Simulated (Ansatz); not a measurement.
Correlation energies of `O[SiH]1NCS1` by basis set

```tsv
atom	x (Å)	y (Å)	z (Å)
O1	1.272	-0.211	-1.969
Si2	0.062	0.333	-1.014
N3	-0.534	-0.702	0.209
C4	-0.336	0.110	1.395
S5	0.562	1.549	0.668
H6	2.035	-0.579	-1.517
H7	-0.891	0.871	-2.008
H8	-1.189	-1.464	0.232
H9	0.285	-0.368	2.157
H10	-1.266	0.462	1.848
```

The species carries charge 0 and has multiplicity 1. The structure was optimised at the PBE0-D4/def2-TZVP level. It is one conformer, not always the lowest. Frozen core, restricted reference, the Gaussian-basis code of Ansatz. CBS rows extrapolate triple and quadruple zeta; past MP2 they add the triple-zeta difference.

```json
{"basis": "def2-TZVPP", "HF (Eh)": "-856.74241", "MP2 corr.": "-0.90503"}
{"basis": "def2-QZVPP", "HF (Eh)": "-856.77117", "MP2 corr.": "-0.97592"}
```

Problem. Estimate the CCSD correlation energy and the (T) correction in each basis where they were run (hartree).

Solution. 
```
     basis  CCSD corr.       (T)
def2-TZVPP    -0.94089  -0.04034
 CBS(def2)    -1.06429     as TZ
```
